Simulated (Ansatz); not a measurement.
Gas-phase electronic energies from Ansatz, PBE0-D4/def2-TZVP geometries. CCSD(T)/CBS adds triple-zeta CCSD(T) − MP2 to the extrapolated MP2 energy (def2 sets, frozen cores). DFT in def2-TZVPP. B3LYP here is the variant with VWN-RPA as its local correlation; programs differ in this. Each species was taken in one conformer, which may not be the lowest.

Reaction (substitution at a C–C bond): `CCCCCC(C)(C)C` + `CC(C)N` → `CCCCNC(C)C` + `CC(C)(C)C`

```csv
level,ΔE (kJ/mol)
B3LYP,14.8
MP2/def2-TZVPP,27.2
SCS-MP2/def2-QZVPP,25.7
HF/CBS(def2),16.0
```

(1) What does CCSD(T)/CBS give? (An estimate is asked.)

Largest T1 diagnostic among the species: 0.009.

Answers

(1) Computed: +26.7 kJ/mol. The listed levels differ from it by -11.9, 0.5, -1.0, -10.7 kJ/mol.

In def2-TZVPP, CCSD(T) changes the Hartree–Fock value by +9.1 kJ/mol (the triples alone add +0.5 kJ/mol) and MP2 by +11.9 kJ/mol. The D4 term adds +3.6 kJ/mol with B3LYP and +2.2 kJ/mol with PBE0; it sums over pairs of atoms, weighted by their polarisabilities, and B3LYP, whose exchange is more repulsive, gets the larger term.
